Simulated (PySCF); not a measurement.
## Electronic structure of Zr (zirconium, neutral) at the PBE0 level

Configuration: [Kr] 4d2 5s2, high-spin 3F determinant. Calculation: PySCF 2.14, in aug-cc-pVTZ-PP with ECP28MDF; a scalar-relativistic core potential.

```json
{"Total energy": "-46.7395 hartree", "One-electron energy": "-77.7121 hartree", "Hartree (Coulomb) energy": "36.7238 hartree", "Exchange-correlation energy": "-5.7511 hartree", "⟨S²⟩": "2.0052", "⟨L²⟩": "12.021", "Sum of ⟨r⟩": "22.90 bohr", "Sum of ⟨r²⟩": "61.63 bohr²"}
```

```csv
shell,electrons,mean orbital energy (hartree),"rms radius, mean of both spins (bohr)"
4s α,1,-2.15465,1.30
4s β,1,-2.11190,1.30
4p α,3,-1.29705,1.48
4p β,3,-1.24410,1.48
4d α,2,-0.20193,2.47
5s α,1,-0.19162,4.06
5s β,1,-0.16841,4.06
```

Energies and moments cover only the electrons outside the core potential.
